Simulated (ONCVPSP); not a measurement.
osmium: excitation energies, all-electron against ONCV

```json
{
 "Element": "Os (Z = 76)",
 "Generator": "ONCVPSP 4.0.1",
 "Type": "optimised norm-conserving Vanderbilt (ONCV)",
 "Functional": "LDA (Perdew-Zunger)",
 "Relativity": "fully relativistic",
 "Frozen core": "[Kr] 4d10",
 "Valence charge": "30",
 "Reference configuration": "4f13 5s2 5p6 5d7 6s2",
 "Partial waves": "5s+6s: rc 1.90 bohr, ncon 3, nbas 7, qcut 5.7 1/bohr, 2 projectors; 5p: rc 1.20 bohr, ncon 4, nbas 9, qcut 7.2 1/bohr, 2 projectors, debl 0.3 Ha; 5d: rc 1.85 bohr, ncon 4, nbas 9, qcut 7.2 1/bohr, 3 projectors, debl 3 Ha; 4f: rc 0.75 bohr, ncon 4, nbas 8, qcut 27 1/bohr, 3 projectors, debl 1.6 Ha",
 "Local potential": "polynomial inside 0.55 bohr (lpopt 3, dvloc0 0 Ha)",
 "Core correction": "Teter function, fcfact 3.25, rcfact 1.55"
}
```

Open shells are filled in proportion to 2j + 1.

In the p channel the program set the typed energies aside and used -1.850, 0.250 Ha (j = l + 1/2; the other j can differ). In the f channel the program set the typed energies aside and used -2.239, 0.250, 1.850 Ha (j = l + 1/2; the other j can differ).

Energies are relative to the spin-unpolarised reference configuration 4f13 5s2 5p6 5d7 6s2; without spin polarisation the order of configurations can differ from experiment.

```tsv
valence configuration	charge	ΔE all-electron (eV)	error AE − PS (meV)
4f14 5s2 5p6 5d6 6s2	0	-50.110	-411
4f14 5s2 5p6 5d6 6s1	+1	-40.240	-283
4f14 5s2 5p6 5d7 6s0	+1	-40.714	-65
```

**Question.** What are ΔE and the potential's error for 4f14 5s2 5p6 5d6 6s0?

**Answer.** ΔE = -22.956 eV all-electron; the error (AE − PS) is -114 meV.

Levels in the configuration 4f14 5s2 5p6 5d6 6s1:

| level | all-electron (eV) | pseudo (eV) |
| --- | --- | --- |
| 4f j=7/2 | -59.010 | -58.425 |
| 4f j=5/2 | -61.819 | -61.210 |
| 5s j=1/2 | -99.725 | -98.080 |
| 5p j=3/2 | -55.766 | -55.854 |
| 5p j=1/2 | -68.130 | -68.080 |
| 5d j=5/2 | -13.971 | -14.066 |
| 5d j=3/2 | -15.070 | -15.165 |
| 6s j=1/2 | -13.474 | -13.325 |

Note: ghosts flagged at negative energy: s at -551.3 eV, p3/2 at -198.0 eV, p1/2 at -109.1 eV; GHOST(+) flagged for d5/2 at 307.5 eV, d3/2 at 345.1 eV. A true bound ghost makes a file unfit for plane-wave use.
